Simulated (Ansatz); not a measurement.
Stretching the B1–Br3 bond in BBr2H (SMILES BrBBr) (multiplicity 1 held, fragments rigid). Energies count from the point at 1.902 Å.
Geometry at that point (charge 0, multiplicity 1):
```xyz
4

B     -0.623    -0.381    -0.413
H     -1.500    -0.917    -0.993
Br    -0.328     1.478    -0.688
Br     0.460    -1.397     0.775
```

R- and RO- levels are restricted; in cc, def2 and unpolarised 6-31G sets they are followed outwards from rest. Active spaces are followed from a long bond inwards. Levels need not reach the same state.

Correlated levels freeze the cores. Filled d and f shells under p-block atoms count as core.

Codes used: Ansatz (an electronic-structure program). 

Question: Estimate the energy at R = 6.086 Å that R-SCS-MP2/cc-pVDZ returns for this input.

Answer: 117.8 kcal/mol

Question: Estimate the energy at R = 6.086 Å that FIC-MRCISD+Q on CASSCF(6,4)/cc-pVDZ returns for this input.

Answer: 100.3 kcal/mol

Doubts at one or more of the structures used: a restricted determinant that unrestricted orbitals would lower (R-SCS-MP2/cc-pVDZ); active orbitals that take no part (FIC-MRCISD+Q on CASSCF(6,4)/cc-pVDZ).
